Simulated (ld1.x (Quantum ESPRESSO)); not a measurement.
## Ge: excitation energies, all-electron against TM

ld1.x (Quantum ESPRESSO) 7.5 input, shortened:

```
&input
   title='Ge', zed=32., rel=1, dft='PBESOL', iswitch=3,
   config='[Ar] 3d10 4s1 4p0 4d-2'
 /
 &inputp
   pseudotype=2, tm=.true., lloc=-1, rcloc=1.70,
   nlcc=.false.
 /
3
4S  1  0   1.00   0.00  1.40  1.40  0.0
4P  2  1   0.00   0.00  1.85  1.85  0.0
4D  3  2  -2.00   0.50  1.60  1.60  0.0
 &test
   configts(1)='4s1 4p0'
 /
```

Energies are relative to the spin-unpolarised reference configuration 4s1 4p0; without spin polarisation the order of configurations can differ from experiment.

| valence configuration | charge | ΔE all-electron (eV) | error AE − PS (meV) |
| --- | --- | --- | --- |
| 4s2 4p1 | +1 | -50.237 | +267 |
| 4s2 4p0 | +2 | -34.788 | +143 |
| 4s2 4p2.3 | -0.3 | -58.573 | +365 |
| 4s1 4p3 | 0 | -49.709 | +297 |
| 4s2 4p1.5 | +0.5 | -54.885 | +315 |

(1) What are ΔE and the potential's error for 4s0 4p4?

(2) What are ΔE and the potential's error for 4s2 4p2?

Answers

(1) ΔE = -41.478 eV all-electron; the error (AE − PS) is +266 meV.

(2) ΔE = -57.690 eV all-electron; the error (AE − PS) is +350 meV.

ld1.x printed “convergence not achieved” for 6 of the counted tests; their residual had stalled under 1e-8, short of the target of 1e-14.
